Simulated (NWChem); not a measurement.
**Basis-set dependence for HFSi**

```xyz
3

Si    -0.4560     0.4037     0.0000
H      0.5537     1.5754     0.0000
F      0.6478    -0.8030     0.0000
```
Charge 0, spin multiplicity 1.

Everything below was run with NWChem. The geometry was optimised at PBE0/def2-SVP, a minimum by its harmonic frequencies.

Hartree-Fock energies in Ha, correlation energies in mHa.

The correlated methods keep 6 core orbitals frozen. The structure started from a generated list of species. No row is a measurement; the coupled-cluster row has its own basis-set and correlation limits.

| basis | functions | RHF | MP2 | SCS-MP2 | CCSD | CCSD+T(CCSD) | CCSD(T) | CR-CCSD[T] | CR-CCSD(T) | CCSDT |
|---|---|---|---|---|---|---|---|---|---|---|
| STO-3G | 15 | -384.16720 | -53.6 | -57.8 | -70.7 | -77.2 | -75.8 | -77.0 | -75.7 | -76.4 |
| def2-SVP | 37 | -388.77223 | -267.8 | -265.8 | -288.6 | -294.7 | -293.9 | -293.7 | -293.0 | -294.4 |
| def2-TZVP | 74 | -389.00796 | -348.9 | -348.1 | -367.6 | -379.6 | -378.7 | -377.4 | -376.7 | not run |
| def2-QZVP | 157 | -389.02230 | -385.7 | -387.7 | not run | not run | not run | not run | not run | not run |

From def2-TZVP to def2-QZVP the Hartree-Fock energy moves by -14.3 mHa and the MP2 correlation energy by -36.8 mHa, which is 10 % of its value in the larger set.
